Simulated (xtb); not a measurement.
hexafluoroacetone (C₃F₆O), SMILES FC(F)(C(=O)C(F)(F)F)F. All values are semi-empirical tight-binding results from xtb (GFN2-xTB unless named), good for trends rather than for accurate numbers. Coordinates come from a GFN2-xTB optimisation.

Optimised geometry:

```xyz
10

O      0.0000     0.0000     1.9524
C      0.0000     0.0000     0.7678
C      1.3007     0.0036    -0.0933
F      2.3395     0.4094     0.6243
F      1.5564    -1.2295    -0.5351
F      1.1849     0.8043    -1.1507
C     -1.3007    -0.0036    -0.0933
F     -1.5564     1.2295    -0.5351
F     -2.3395    -0.4094     0.6243
F     -1.1849    -0.8043    -1.1507
```

### Question
Estimate the properties. (The exact figures need the calculation; the answer reports its results.)

### Answer

```json
{
 "point_group_as_xtb_finds_it": "C2",
 "orbital_gap": "3.09 eV",
 "dipole_moment": "0.46 D",
 "zero_point_energy": "21.9 kcal/mol",
 "G − E(el) at 298.15 K (modified RRHO)": "0.2 kcal/mol",
 "static polarisability (D4 model)": "50.3 bohr³",
 "solvation energy, GFN2-xTB/ALPB(water)": "2.2 kcal/mol",
 "solvation energy, GFN2-xTB/ALPB(chcl3)": "-0.2 kcal/mol"
}
```

Computed IR lines (harmonic; lines under 4 % of the strongest left out, lines within 3 cm⁻¹ merged):
ν (cm⁻¹): 431 (w), 443 (w), 471 (w), 640 (m), 913 (m), 1095 (m), 1105 (vs), 1116 (m), 1143 (s), 1149 (m), 1851 (m) (against the strongest line: vs over 80 %, s over 45 %, m over 15 %, w over 4 %, vw less)

### Question
Give the atomic charges and the Wiberg bond orders between heavy atoms. (The exact figures need the calculation; the answer reports its results.)

### Answer
charges (e) O1 -0.17, C2 0.20, C3 0.48, F4 -0.16, F5 -0.17, F6 -0.17, C7 0.48, F8 -0.17, F9 -0.16, F10 -0.17. Bond orders O1–C2 2.03, C2–C3 0.87, C3–F4 0.98, C3–F5 0.96, C3–F6 0.97, C2–C7 0.87, C7–F8 0.96, C7–F9 0.98, C7–F10 0.97.
